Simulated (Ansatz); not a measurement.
Q: Predict a relaxed structure of cyclo-(Me2SnS)3 (C₆H₁₈S₃Sn₃), charge 0, singlet, at PBE-D4/def2-SVP (Ansatz).

A: 
```xyz
30

Sn    0.1214    0.4217    2.2537
C    -0.6460    2.4115    1.8646
C     0.1230   -0.1723    4.3370
S     2.4556    0.2534    1.5127
Sn    2.0988   -0.1802   -0.8765
C     1.6939   -2.2855   -1.1994
C     3.8536    0.5889   -1.8872
S     0.2299    1.1944   -1.7030
Sn   -1.6926   -0.1797   -1.0384
C    -3.3473    1.2115   -0.8725
C    -2.0085   -1.7946   -2.4533
S    -1.2484   -1.2775    1.1117
H    -1.7245    2.4476    2.1113
H    -0.4805    2.6357    0.7939
H    -0.0913    3.1359    2.4914
H    -0.9045   -0.1014    4.7419
H     0.7989    0.4936    4.9071
H     0.4826   -1.2154    4.4105
H     1.3726   -2.4443   -2.2467
H     0.8947   -2.5871   -0.4963
H     2.6157   -2.8636   -0.9953
H     4.7541    0.0702   -1.5059
H     3.7549    0.4195   -2.9764
H     3.9364    1.6725   -1.6833
H    -4.2397    0.6745   -0.4980
H    -3.0696    2.0142   -0.1648
H    -3.5615    1.6502   -1.8660
H    -1.7281   -1.4423   -3.4641
H    -3.0724   -2.1002   -2.4433
H    -1.3714   -2.6513   -2.1652
```
 This is one stationary point.

In the def2 sets Sn takes a core potential; there is no spin–orbit coupling.
